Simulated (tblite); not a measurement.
Compound: C8H15P.
Structure used (GFN2-xTB), in Å, numbered top down from 1:
```
atom  x, y, z in Å
C1     0.4441   -2.8776   -0.3490
P2     0.0223   -1.3207    0.2042
C3    -1.7996   -1.0844    0.1606
C4    -2.1680    0.3554   -0.1610
C5    -1.7428    0.7022   -1.5798
C6     0.6887   -0.6690    1.7366
C7     0.8457    0.2329    0.7495
C8     1.5257    1.5189    0.4847
C9     2.5489    1.3488   -0.6377
H10    1.5038   -3.0848   -0.2357
H11    0.0936   -3.0441   -1.3638
H12   -2.1900   -1.3973    1.1333
H13   -2.1801   -1.7727   -0.5972
H14   -3.2445    0.5005   -0.0447
H15   -1.6628    1.0158    0.5490
H16   -2.3336    0.1445   -2.3032
H17   -0.6939    0.4342   -1.7188
H18   -1.8616    1.7644   -1.7806
H19    0.9850   -0.7913    2.7620
H20    2.0187    1.8665    1.3979
H21    0.7872    2.2679    0.1839
H22    3.3146    0.6336   -0.3454
H23    2.0610    0.9774   -1.5370
H24    3.0259    2.2985   -0.8667
```

Computed with GFN2-xTB (tblite): harmonic, unscaled wavenumbers at the GFN2-xTB geometry, gas phase. This tight-binding method is rough: wavenumbers can miss measured ones by several per cent, in bad cases by 10 to 20. One conformer, not necessarily the lowest.

Harmonic wavenumbers (cm⁻¹): 33.8, 44.3, 75.6, 107.5, 147.3, 172.6, 208.4, 223.0, 232.3, 237.4, 285.6, 326.5, 346.5, 430.1, 492.8, 541.4, 654.5, 709.7, 725.9, 762.3, 780.3, 823.6, 834.9, 890.2, 928.5, 944.9, 976.3, 1001.3, 1038.0, 1049.0, 1061.8, 1073.9, 1111.1, 1133.8, 1175.3, 1221.3, 1228.6, 1259.6, 1294.9, 1332.9, 1374.5, 1408.8, 1409.9, 1422.6, 1461.0, 1482.4, 1488.8, 1494.3, 1499.1, 1501.6, 1651.6, 2935.0, 2938.7, 2952.0, 2956.2, 2963.9, 2974.7, 2978.1, 2988.7, 3006.2, 3028.0, 3033.1, 3036.7, 3037.9, 3039.7, 3076.9.

A = 1527, B = 1117, C = 840.8 MHz; mass 142.091 u (most abundant isotopes); point group C1, symmetry number 1.

Q: Zero-point energy?

A: Half the sum of the wavenumbers: 44529 cm⁻¹ = 532.69 kJ/mol.

Q: Give the ideal-gas entropy at 298.15 K and 1 bar in the rigid-rotor, harmonic-oscillator model (classical rotation).

A: Translation 170.67, rotation 124.67, vibration 167.08: S = 462.4 J/(mol K).

Q: And Cp and H(298.15 K) − H(0)?

A: Cp = 195.18 J/(mol K), of which vibrations give 161.92 (their classical limit is 66 R = 548.8); H(298.15 K) − H(0) = 35.27 kJ/mol without the zero-point energy, 25.35 from vibrations.

Q: Which modes carry the vibrational entropy at 298.15 K?

A: 33.8 cm⁻¹: 23.40; 44.3 cm⁻¹: 21.16; 75.6 cm⁻¹: 16.74; 107.5 cm⁻¹: 13.86; 147.3 cm⁻¹: 11.33; 172.6 cm⁻¹: 10.07 J/(mol K); the other 60 give 70.52 together.

Q: What must be added to the electronic energy to get the Gibbs energy at 298.15 K and 1 bar?

A: ZPE + [H(298.15 K) − H(0)] − T·S = 532.69 + 35.27 − 137.87 = 430.09 kJ/mol.

Q: Blend soft modes into free rotors: weight 1/[1 + (100 cm⁻¹/ν̃)⁴] for the oscillator and the rest for a rotor with moment μB/(μ + B), μ = h/(8π²ν), B = 10⁻⁴⁴ kg m². What vibrational entropy results?

A: 150.85 J/(mol K) in place of 167.08, which changes −T·S at 298.15 K by +4.84 kJ/mol.

Q: How do the functions run with temperature in this model?

A: 
```
T (K)  S (J/(mol K))  Cp (J/(mol K))  H − H(0) (kJ/mol)  G − H(0) (kJ/mol)  ln q(vib)
  100          312.6            96.5               6.38             -24.88       2.77
  200          395.1           145.8              18.57             -60.46       6.43
  300          463.6           196.1              35.63            -103.46       9.93
  500          587.0           290.8              84.73            -208.75      16.63
  800          746.1           385.6             187.39            -409.46      26.09
 1000          836.9           427.9             268.94            -567.93      31.94
```

q(vib) and H(0) count from the zero-point level.

Hindered rotation and anharmonicity are outside this model. Other conformers, if any are populated, would add a mixing term that is left out. The structure is chiral; the term R ln 2 for an equal mix with its mirror image is left out.
